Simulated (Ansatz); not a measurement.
The cluster BiTe2. Charge 0, multiplicity 2. Geometry B3LYP-D4/def2-SVP; atoms count from 1.

Cartesian coordinates in Å:
```
Bi 0.990 -0.194 -0.849
Te -1.492 -1.288 -0.422
Te 0.502 1.481 1.271
```

In the def2 sets Bi, Te take a core potential; there is no spin–orbit coupling. Another isomer (doublet) lies 0.49 eV lower at PBE0-D4/def2-TZVP; other spin states weren't run for this one.

(1) Estimate the Mulliken populations from the PBE0/def2-TZVP orbitals of Ansatz.

(2) Where does the spin sit?

(3) And the Mayer bond orders between bonded heavy atoms (over 0.3)?

## Answers

(1) 
| atom | charge (e) | spin (α − β) |
| --- | --- | --- |
| Bi1 | 0.37 | -0.16 |
| Te2 | -0.19 | 0.58 |
| Te3 | -0.19 | 0.58 |
Mulliken values and Mayer orders depend strongly on the basis.

(2) Summed by element: Bi -0.16, Te 1.16, of 1 unpaired in all. Largest on single atoms: Te2 0.58, Te3 0.58, Bi1 -0.16.

(3) Bi1–Te2 1.55 (2.75 Å); Bi1–Te3 1.55 (2.75 Å). Values over 0.3 also appear between atoms too far apart for a bond (Te2–Te3 0.57 at 3.81 Å); they arise where an orbital or an unpaired electron spreads over both atoms.
